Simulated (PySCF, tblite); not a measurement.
Isomers of C4H4FOS (doublet state), one GFN2-xTB conformer each. Single-point energies are computed at B3LYP/pcH-1 (PySCF, gas phase, no added dispersion term), electronic only. GFN2-xTB treats the open shell by occupation alone, and not every SCF solution was tested for stability.

Question: Rank them by B3LYP/pcH-1 energy, lowest first (kcal/mol).
A. `[O:1]=[S@@:2]1[C:3]=[CH:4][C@@H:5]([F:6])[CH2:7]1` (doublet state) with O1–S2–C3–C4 -90°, C3–C4–C5–F6 -137°, C4–C5–C7–S2 26°, O1–S2–C7–C5 82°
B. `[F:1][C@H:2]1[CH:3][O:4][CH:5]=[C:6]1[SH:7]` (doublet state) with C5–C6–S7–H 161°

Answer: B (0.0), A (50.0).

As drawn, the lower has an S–H bond, which the higher lacks. GFN2-xTB itself gives, in the same order: 0.0, 37.2. Both levels put the same isomer lowest.

Question: What happens when harmonic zero-point energies from GFN2-xTB frequencies are added?

Answer: 
| SMILES | ZPE (kcal/mol) | electronic (kcal/mol) | with ZPE (kcal/mol) |
| --- | --- | --- | --- |
| F[C@H]1[CH]OC=C1S | 42.1 | 0.0 | 0.0 |
| O=[S@@]1[C]=C[C@@H](F)C1 | 44.0 | 50.0 | 52.0 |

The zero-point energies span 1.9 kcal/mol. The order is unchanged.
